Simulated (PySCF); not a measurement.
Simulated outer-valence photoelectron spectrum of `N[SiH](N)O`. Theory: EOM-IP-CCSD/aug-cc-pVDZ in PySCF, restricted Hartree–Fock reference, frozen core, non-relativistic, gas phase, PBE0-D3(BJ)/def2-SVP geometry.

Each root has a Gaussian of 0.8 eV full width with its one-hole share as area; cross sections and vibrations are left out, and the highest printed point is 100.

ionisation energy (eV), intensity and a bar:
```
      8.6          0 
      8.8          1 
      9.0          5 #
      9.2         18 #####
      9.4         44 #############
      9.6         78 #######################
      9.8        100 ##############################
     10.0         92 ############################
     10.2         60 ##################
     10.4         29 #########
     10.6         12 ###
     10.8         10 ###
     11.0         21 ######
     11.2         38 ###########
     11.4         51 ###############
     11.6         50 ###############
     11.8         39 ############
     12.0         36 ###########
     12.2         44 #############
     12.4         52 ################
     12.6         47 ##############
     12.8         31 #########
     13.0         16 #####
     13.2         12 ####
     13.4         23 #######
     13.6         47 ##############
     13.8         74 ######################
     14.0         90 ###########################
     14.2         84 #########################
     14.4         61 ##################
     14.6         33 ##########
     14.8         14 ####
     15.0          8 ##
     15.2         13 ####
     15.4         28 ########
     15.6         45 #############
     15.8         52 ################
     16.0         44 #############
     16.2         33 ##########
     16.4         33 ##########
     16.6         44 #############
     16.8         52 ################
     17.0         46 ##############
     17.2         29 #########
     17.4         13 ####
     17.6          4 #
     17.8          1 
     18.0          0
```

**Question.** Where are the maxima, and how many lines lie under the curve?

**Answer.** 6 maxima, at 9.9, 11.5, 12.4, 14.1, 15.8 and 16.8 eV, from 8 lines. At this width some lines have no maximum of their own.

**Question.** List the lines with their holes.

**Answer.** 
```json
{"E (eV)": "9.78", "leading hole (HF orbital)": "HOMO", "area": "0.95", "Koopmans (eV)": "10.89"}
{"E (eV)": "9.92", "leading hole (HF orbital)": "HOMO-1", "area": "0.95", "Koopmans (eV)": "11.15"}
{"E (eV)": "11.46", "leading hole (HF orbital)": "HOMO-2", "area": "0.95", "Koopmans (eV)": "12.83"}
{"E (eV)": "12.46", "leading hole (HF orbital)": "HOMO-3", "area": "0.94", "Koopmans (eV)": "14.00"}
{"E (eV)": "13.88", "leading hole (HF orbital)": "HOMO-4", "area": "0.94", "Koopmans (eV)": "15.35"}
{"E (eV)": "14.22", "leading hole (HF orbital)": "HOMO-5", "area": "0.95", "Koopmans (eV)": "15.56"}
{"E (eV)": "15.78", "leading hole (HF orbital)": "HOMO-6", "area": "0.95", "Koopmans (eV)": "17.01"}
{"E (eV)": "16.83", "leading hole (HF orbital)": "HOMO-7", "area": "0.95", "Koopmans (eV)": "17.94"}
```

The widest gap, 1.56 eV, lies between 14.22 and 15.78 eV. Only orbitals with −ε under 21 eV, eight at most, were ionised, so the high end of the curve may lack lines.

Conformer computed: `[NH2:1][SiH:2]([NH2:3])[OH:4]`: H–N1–Si2–N3 156°, H–N1–Si2–N3 -52°, H–N3–Si2–N1 161°, H–N3–Si2–N1 -46°, H–O4–Si2–N1 87°.

One conformer stands for the species.
